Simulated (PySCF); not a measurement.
Molecule: SMILES CC(=C)c1ccccn1, C₈H₉N.

Cartesian coordinates in Å; atom numbers follow the order of the lines, from 1:
```xyz
18

C    -2.026   -1.435   -0.110
C    -1.428   -0.263    0.092
C    -2.210    0.960    0.464
C     0.026   -0.064   -0.016
C     0.914   -1.059   -0.436
C     2.264   -0.772   -0.502
C     2.704    0.496   -0.153
C     1.750    1.419    0.247
N     0.462    1.153    0.314
H    -1.497   -2.335   -0.369
H    -3.094   -1.534   -0.018
H    -1.865    1.339    1.423
H    -3.272    0.740    0.521
H    -2.040    1.744   -0.270
H     0.558   -2.039   -0.709
H     2.967   -1.528   -0.824
H     3.749    0.759   -0.194
H     2.031    2.426    0.529
```

Frames of a GFN2-xTB Langevin trajectory at 300 K; GIAO PBE0/pcSseg-1 shieldings in PySCF 2.14.0 with density-fitted response routines, gas phase, non-relativistic; equivalent atoms averaged within each frame.

References, each an isolated molecule treated in the same way: TMS for 13C (σref 186.93) and 1H (σref 31.72); NH3 for 15N (σref 267.73). The references are static minima.

Q: How do the shifts (ppm) fluctuate along the trajectory?

A: 
```csv
time (fs),C4,C2,C8,C6,C5,C7,C1,C3,N9,H18
optimised geometry,161.4,153.6,154.7,141.4,123.1,126.7,118.7,25.3,352.5,8.93
250,173.2,159.7,156.7,149.1,131.7,128.3,119.7,23.2,354.5,9.03
425,166.4,166.3,150.4,152.3,127.3,130.6,121.6,22.8,343.5,8.77
625,169.0,164.3,162.5,139.6,125.7,127.8,122.4,18.9,353.6,8.59
800,172.7,157.2,152.8,136.4,117.1,122.7,113.5,16.0,354.7,8.64
1000,162.7,144.1,153.2,143.0,123.7,125.4,114.3,28.7,362.7,8.92
mean of frames,168.8,158.3,155.1,144.1,125.1,127.0,118.3,21.9,353.8,8.79
standard deviation,4.4,8.7,4.7,6.6,5.4,3.0,4.1,4.8,6.9,0.19
```

5 frames give an uncertainty of the mean of about the standard deviation over 2.2 at best, since frames this close in time may not be independent; classical motion lacks zero-point vibration, and the reference would need the same averaging.
